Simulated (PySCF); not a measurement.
# A ladder for the ionisation energy of Xe

Xe [Xe] (1S) → Xe⁺ [Kr] 4d10 5s2 5p5 (2P). Scalar values calculated with PySCF 2.14 in x2c-QZVPPall (spin-free X2C; valence: [Kr] 4d10 frozen; valence and next inner shell: [Ar] 3d10 frozen). The spin-orbit shift comes from two-component X2C-1e calculations (generalised Hartree-Fock, GHF, and MP2 on its spinors, GMP2) in x2c-QZVPPall-2c: GMP2 gives 12.506 eV without and 12.090 eV with screened spin-orbit coupling, a shift of -0.417 eV (GHF: -0.420 eV). Sums use unrounded values; where a UHF row is shifted, it takes the GHF shift.

```csv
method,scalar (eV),plus spin-orbit shift (eV),error (eV)
UHF,11.450,11.030,-1.100
LDA,12.625,12.208,0.078
PBE,12.330,11.913,-0.217
PBE0,12.391,11.974,-0.156
r2SCAN,12.416,11.999,-0.131
wB97M-V,12.309,11.892,-0.238
M06,12.097,11.681,-0.449
BHandHLYP,12.329,11.912,-0.218
MP2 (valence),12.379,11.962,-0.168
SCS-MP2 (valence),12.324,11.907,-0.223
MP2 (valence and next inner shell),12.532,12.115,-0.015
SCS-MP2 (valence and next inner shell),12.431,12.014,-0.116
CCSD (valence),12.307,11.891,-0.239
CCSD(T) (valence),12.356,11.939,-0.191
```

Reference: 12.130 eV (measured; NIST Atomic Spectra Database, ionization energies).

The errors of the correlated levels include the incompleteness of the basis and the frozen core, so a lower level can come closer by cancellation.
